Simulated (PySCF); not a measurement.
p-ethoxyanisole, C9H12O2.
Numbering: `[CH3:1][CH2:2][O:3][c:4]1[cH:5][cH:6][c:7]([O:8][CH3:9])[cH:10][cH:11]1` (hydrogens: H12, H13, H14 on C1; H15, H16 on C2; H17 on C5; H18 on C6; H19, H20, H21 on C9; H22 on C10; H23 on C11)

Computed by this run: PySCF 2.14.0, PBE0-D3(BJ)/def2-SVP geometry optimisation, gas phase; density fitting, grid level 1; the optimiser is geomeTRIC in internal coordinates, started from a GFN2-xTB structure.

Step 0: E = -13597.1500 eV
```
atom  x, y, z in Å  |  force x, y, z in eV/Å
C1     -3.4639    0.9152   -0.4328    0.224  -0.709   0.361
C2     -3.1672   -0.3900    0.3011    0.204   0.276  -0.506
O3     -2.0513   -1.0723   -0.2299    0.295   0.287   0.177
C4     -0.7927   -0.5945    0.0059   -0.559  -0.465  -0.301
C5      0.2315   -1.2289   -0.6920   -0.198   0.097   0.089
C6      1.5513   -0.8545   -0.5292    0.173   0.060   0.032
C7      1.8796    0.1757    0.3453    0.687   0.413   0.286
O8      3.1457    0.6344    0.5836   -0.339  -0.306  -0.223
C9      4.2136    0.0210   -0.0933   -0.505   0.314   0.341
C10     0.8577    0.8083    1.0474    0.183  -0.068  -0.093
C11    -0.4614    0.4327    0.8844   -0.162  -0.058  -0.008
H12    -4.3565    1.3755   -0.0182   -0.387   0.250   0.154
H13    -3.6261    0.7147   -1.4888   -0.077  -0.047  -0.430
H14    -2.6318    1.6087   -0.3393    0.270   0.336   0.012
H15    -3.9989   -1.0878    0.1667   -0.177  -0.116   0.088
H16    -3.0401   -0.2125    1.3766    0.010  -0.022   0.271
H17    -0.0297   -2.0266   -1.3694   -0.144  -0.356  -0.298
H18     2.3113   -1.3729   -1.0920    0.341  -0.211  -0.228
H19     4.2866   -1.0441    0.1510    0.056  -0.318   0.032
H20     4.1246    0.1389   -1.1786    0.010  -0.003  -0.321
H21     5.1125    0.5307    0.2507    0.302   0.085   0.037
H22     1.1177    1.6060    1.7252    0.142   0.353   0.302
H23    -1.2172    0.9494    1.4543   -0.352   0.208   0.227
```

**Question.** Estimate the geometry and energy of step 1. (The exact step hangs on the optimiser's Hessian estimate; all steps are aligned on step 0, rigid shifts and turns removed.)

**Answer.** E = -13597.2032 eV, largest force 0.136 eV/Å
```
atom  x, y, z in Å  |  force x, y, z in eV/Å
C1     -3.4988    0.9064   -0.4206   -0.002   0.090  -0.057
C2     -3.1505   -0.3789    0.2991   -0.050  -0.089   0.089
O3     -2.0434   -1.0426   -0.2637   -0.039  -0.016  -0.009
C4     -0.7895   -0.5928   -0.0227    0.008   0.077   0.029
C5      0.2439   -1.2280   -0.7134   -0.008  -0.055  -0.051
C6      1.5712   -0.8508   -0.5319    0.042  -0.023  -0.023
C7      1.8946    0.1833    0.3544   -0.052  -0.076  -0.019
O8      3.1516    0.6178    0.5999    0.023   0.044   0.016
C9      4.2101    0.0077   -0.0733    0.111  -0.031  -0.049
C10     0.8617    0.8194    1.0469    0.022   0.050   0.052
C11    -0.4638    0.4405    0.8664   -0.042   0.020   0.015
H12    -4.4148    1.3500    0.0018    0.035  -0.033  -0.007
H13    -3.6714    0.7075   -1.4896   -0.001   0.007   0.033
H14    -2.6925    1.6518   -0.3425   -0.025  -0.020  -0.006
H15    -3.9827   -1.0959    0.2142    0.039   0.028   0.002
H16    -2.9938   -0.2064    1.3818    0.008  -0.005  -0.061
H17    -0.0153   -2.0358   -1.4021    0.004   0.032   0.018
H18     2.3478   -1.3738   -1.0926   -0.019   0.010   0.023
H19     4.2967   -1.0685    0.1706   -0.026   0.043  -0.005
H20     4.1229    0.1112   -1.1718   -0.012   0.001   0.048
H21     5.1293    0.5144    0.2523   -0.032  -0.014  -0.001
H22     1.1202    1.6271    1.7361   -0.004  -0.031  -0.018
H23    -1.2384    0.9636    1.4295    0.019  -0.010  -0.021
```

The energy changes by -0.0532 eV. The first-order estimate −F·Δx gives -0.1163 eV and the mean of the old and new forces, exact on a quadratic surface, -0.0536 eV. The step makes an angle of 74° with the force vector and moves no atom by more than 0.075 Å.

The cost below is that of the whole optimisation. Cost: about 7 min of CPU time on one thread; the machine was shared, so the figure is rough.
